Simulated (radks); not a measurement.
Results of a calculation; reference values are marked as such.
Species: Yb+. Configuration: [Xe] 4f14 7p1 (not the ground configuration).

Level of theory: scalar-relativistic Kohn-Sham, PBE, spin-unpolarised, spherical densities, point nucleus (a radial shooting solver on a logarithmic mesh with Libxc functionals).

Energy parts (hartree):
total: -14059.2799
kinetic: 15323.5649
electron-nucleus: -34583.4798
Hartree: 5493.1763
exchange-correlation: -292.5413

Orbitals (lengths in bohr, moments of r in powers of bohr; r(max) is where P^2 peaks):
orbital	occ.	eigenvalue (hartree)	r(max)	<r>	<r^2>
1s	2	-2251.150	0.01237	0.01966	0.0005297
2s	2	-381.7330	0.07057	0.08333	0.008208
2p	6	-336.4499	0.05756	0.07415	0.006714
3s	2	-86.35275	0.1994	0.2167	0.05367
3p	6	-72.70495	0.1966	0.2162	0.05419
3d	10	-56.10199	0.1603	0.1961	0.04509
4s	2	-17.31243	0.4551	0.4879	0.2688
4p	6	-12.83428	0.4763	0.5183	0.3058
4d	10	-6.94329	0.4910	0.5602	0.3645
5s	2	-2.43004	1.071	1.207	1.644
5p	6	-1.41726	1.233	1.441	2.368
4f	14	-0.51619	0.4835	0.7812	0.8393
7p	1	-0.12915	9.011	9.015	90.32

The highest occupied level is 7p at -3.514 eV. Summed over all electrons, <r^2> = 126.5 bohr^2, which gives a Langevin (diamagnetic) susceptibility term of -100 x 10^-6 cm^3/mol. The density falls to 0.001 e/bohr^3 at r = 3.47 bohr.
